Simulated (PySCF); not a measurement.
Cl3H2NSi, SMILES N[Si](Cl)(Cl)Cl. Atoms are numbered in the order given.

```xyz
7

N      1.9560     0.2823     0.0000
Si     0.2761     0.0324     0.0000
Cl    -0.5037     0.8942     1.6964
Cl    -0.5037     0.8942    -1.6964
Cl    -0.3197    -1.9486     0.0000
H      2.5007     0.1462     0.8457
H      2.5007     0.1462    -0.8457
```

Geometry: B3LYP-D3(BJ)/def2-SVP. One conformer was computed; it need not be the lowest.

These are PBE/def2-TZVP run with PySCF values and carry that method's errors.

ESP charges are fitted to the potential on shells at 1.4 to 2.0 van der Waals radii. Atomic charges (e):

| atom | ESP fit | Löwdin |
|---|---|---|
| N1 | -0.80 | ___ |
| Si2 | 0.19 | ___ |
| Cl3 | -0.04 | ___ |
| Cl4 | -0.04 | ___ |
| Cl5 | -0.09 | ___ |
| H6 | 0.39 | ___ |
| H7 | 0.39 | ___ |

What belongs in the gaps? (The exact figures need the calculation; the answer reports its results.)


- N1, Löwdin: -0.23
- Si2, Löwdin: -0.88
- Cl3, Löwdin: 0.26
- Cl4, Löwdin: 0.26
- Cl5, Löwdin: 0.24
- H6, Löwdin: 0.17
- H7, Löwdin: 0.17

Give the Mayer and Wiberg (Löwdin basis) orders of the bonds. (Estimate from the structure and the level; the computed values follow.)


| bond | Mayer | Wiberg |
|---|---|---|
| N1–Si2 | 1.25 | 1.61 |
| Si2–Cl3 | 1.20 | 1.84 |
| Si2–Cl4 | 1.20 | 1.84 |
| Si2–Cl5 | 1.19 | 1.82 |
| N1–H6 | 0.90 | 0.94 |
| N1–H7 | 0.90 | 0.94 |
